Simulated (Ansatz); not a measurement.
Basis-set extrapolation for CH₆BNSi (PBE0-D4/def2-TZVP geometry, frozen core, Ansatz 0.2.0). Multiplicity 1, RHF reference.

```tsv
	def2-TZVPP	def2-QZVPP
HF	-409.431263	-409.445585
MP2 correlation	-0.618727	-0.658818
CCSD(T) correlation	-0.686583	not run
```

Energies in hartree. Use E(X) = E(∞) + A·exp(−7.88·√X) for Hartree–Fock and E(X) = E(∞) + B·X^(−2.97) for correlation, with X = 3 and 4, and add CCSD(T) minus MP2 of the smaller set to the MP2 limit.

Problem. What is the CCSD(T) energy at the basis-set limit?

Solution. HF limit: -409.445585 + (-0.014322) × 0.13774 = -409.44756. MP2 limit: -0.658818 + (-0.040091) × 0.74074 = -0.68852. Higher-order term: -0.686583 − (-0.618727) = -0.06786. Total: -410.20394 hartree, 54.0 kcal/mol below CCSD(T)/def2-TZVPP.
